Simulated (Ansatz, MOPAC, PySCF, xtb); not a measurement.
Torsion H3–O1–In2–H4 in H3InO (SMILES [OH][InH2]); at each angle all else is relaxed with GFN2-xTB, and the levels are single points there.
Geometry at 0° (charge 0, multiplicity 1):
```xyz
5

O      1.293    -0.408    -0.253
In    -0.604    -0.135    -0.077
H      1.956     0.082     0.232
H     -1.241     1.032     0.990
H     -1.497    -1.159    -1.072
```

| level | energy at 90° less that at 0° (kJ/mol) | cost |
|---|---|---|
| AM1 | 24.9 | - |
| PM3 | 27.7 | - |
| PM6 | 4.0 | - |
| PM7 | 3.6 | - |
| GFN1-xTB | 9.9 | - |
| GFN2-xTB | 5.7 | - |
| HF/STO-3G | 27.7 | - |
| HF/3-21G | 10.5 | - |
| HF/def2-SVP | 12.6 | - |
| HF/def2-QZVPP | 12.5 | - |
| SVWN5/def2-TZVPP | 19.8 | ×0.8 |
| PBE/def2-TZVPP | 18.5 | ×1 |
| PBE-D3(BJ)/def2-TZVPP | 18.5 | ×1 |
| PBE-D4/def2-TZVPP | 18.5 | ×1 |
| BLYP/def2-TZVPP | 18.2 | ×1 |
| BLYP-D3(BJ)/def2-TZVPP | 18.3 | ×1 |
| BLYP-D4/def2-TZVPP | 18.3 | ×1 |
| r2SCAN/def2-TZVPP | 17.9 | ×2 |
| r2SCAN-D3(BJ)/def2-TZVPP | 17.9 | ×2 |
| B3LYP/3-21G | 19.0 | - |
| B3LYP/LANL2DZ | 16.2 | - |
| B3LYP/def2-TZVPP | 16.8 | ×1 |
| B3LYP-D3(BJ)/def2-TZVPP | 16.9 | ×1 |
| B3LYP-D4/def2-TZVPP | 16.9 | ×1 |
| PBE0/def2-TZVPP | 16.7 | ×1 |
| PBE0-D3(BJ)/def2-TZVPP | 16.7 | ×1 |
| PBE0-D4/def2-TZVPP | 16.7 | ×1 |
| M06-2X/def2-TZVPP | 14.8 | - |
| wB97X-V/def2-TZVPP | 16.6 | ×3 |
| MP2/def2-SVP | 16.3 | - |
| MP2/def2-TZVPP | 15.6 | - |
| MP2/CBS(def2-TZVPP, def2-QZVPP) | 14.6 | - |
| SCS-MP2/def2-TZVPP | 15.4 | - |
| SCS-MP2/def2-QZVPP | 14.7 | - |
| CCSD/def2-SVP | 15.9 | - |
| CCSD/def2-TZVPP | 14.9 | - |
| CCSD/def2-QZVPP | 14.2 | - |
| CCSD(T)/def2-SVP | 16.6 | ×1 |
| CCSD(T)/def2-TZVPP | 15.5 | ×8 |
| CCSD(T)/CBS(def2-TZVPP, def2-QZVPP) | 14.3 | ×300* |

The rows run from 3.6 (PM7) to 27.7 kJ/mol (HF/STO-3G). The dispersion term adds 0.0 in PBE-D3(BJ), 0.0 in PBE-D4, 0.1 in BLYP-D3(BJ). The 8 functionals in def2-TZVPP without D3 or D4 span 5.0, from M06-2X to SVWN5.

On the grid 0° to 330°, 90° is the highest and 0° the lowest point at CCSD(T)/CBS(def2-TZVPP, def2-QZVPP).

Correlated levels freeze the cores. Filled d and f shells under p-block atoms count as core. CBS(a, b) extrapolates the correlation energy as X⁻³ and adds the Hartree–Fock energy of set b. Rows in 3-21G, LANL2DZ, STO-3G carry no dispersion term and start afresh at each structure; the Pople sets are all-electron and without relativity. LANL2DZ brings its own core potentials from Na on. The state that AM1, PM3, PM6, PM7 reach isn't checked; PM7 holds dispersion and hydrogen-bond terms.

Run with Ansatz (a quantum-chemistry and plane-wave program); MOPAC for AM1, PM3, PM6, PM7 (differences of heats of formation); PySCF for 3-21G rows, LANL2DZ rows, M06-2X, STO-3G rows, the dispersion terms; xtb for the GFN methods. Values without a source in brackets are computed. In def2 rows elements past Kr take small-core potentials, without spin–orbit coupling.

Costs are rough ratios of core time to PBE/def2-TZVPP (about 1.7 s over the structures, on one shared machine); a dash marks a level with no comparable run of its own. A star marks coupled-cluster runs past 200 virtual orbitals, where the program's memory plan changes under this machine's limit, so their costs aren't comparable with smaller runs.
